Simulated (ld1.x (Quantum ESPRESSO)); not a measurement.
V (Z = 23): TM pseudisation with LDA (PZ), scalar-relativistic reference atom.

ld1.x (Quantum ESPRESSO) 7.5 input, shortened:

```
&input
   title='V', zed=23., rel=1, dft='PZ', iswitch=3,
   config='[Ar] 3d3 4s2 4p0'
 /
 &inputp
   pseudotype=2, tm=.true., lloc=0,
   nlcc=.true., new_core_ps=.true.
 /
3
4P  2  1   0.00   0.00  2.95  2.95  0.0
3D  3  2   3.00   0.00  2.15  2.15  0.0
4S  1  0   2.00   0.00  2.40  2.40  0.0
 &test
   configts(1)='3d3 4s2 4p0'
 /
```

All-electron outer shells of the reference configuration (LDA (PZ), scalar-relativistic, ld1.x):

| shell | level (eV) | outermost node (bohr) | outermost maximum (bohr) |
| --- | --- | --- | --- |
| 3s | -69.83 | 0.38 | 0.82 |
| 3p | -43.95 | 0.35 | 0.84 |
| 3d | -5.38 | – | 0.88 |
| 4s | -4.85 | 1.17 | 2.72 |
| 4p | -1.53 | 1.30 | 3.63 |

What the tests gave:

* Cutoffs needed: 50 Ry and 60 Ry (the cutoffs (Ry, on a coarse ladder) from which the occupation-weighted sum of valence levels, in a spherical-Bessel basis at the reference potential, stays within 10 and 1 mRy of its value at 400 Ry)
* Ghost test: no extra level below or beside the all-electron valence levels (p, d, s, f tested) (spherical-Bessel basis up to 400 Ry, 20 bohr box)
* Configuration tests: 1 of 9 tests not solved or not reliable

Generation and tests took about 2 s on one core of a shared server CPU.
